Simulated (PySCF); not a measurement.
## From computed data to an observable: oscillator strength and radiative lifetime

C3H5BN2O, SMILES NB1C=CN=CO1.

Coordinates come from a TPSSh-D3(BJ)/def2-SVP optimisation. This is a generated structure with no PubChem entry under its InChIKey; it may be hypothetical. Other conformers were not sampled.

PySCF with TDDFT-PBE0/def2-SVPD puts the first singlet state with f over 0.02 at 5.00 eV (vertical), with the transition dipole (-0.657, -0.750, 0.000) in atomic units.

**Question.** Find the oscillator strength, the wavelength and the radiative lifetime that this transition would have in vacuum if emission retraced absorption.

**Answer.** 
|μ|² = 0.9941 au, so |μ| = 2.53 D. ΔE = 5.00/27.211 = 0.1837 hartree. f = (2/3) ΔE |μ|² = 0.122 (the program prints 0.122).
λ = 1239.84/5.00 = 248 nm; ν = 40328 cm⁻¹.
Einstein's coefficient A = 0.6670 ν² f s⁻¹ (ν in cm⁻¹) = 1.3e8 s⁻¹, so τ = 1/A = 7.6 ns. This state is S2; the lower singlet has f = 0.001. The figure is the radiative limit of this one transition; relaxation, internal conversion, crossing to triplets and a medium change what is measured.
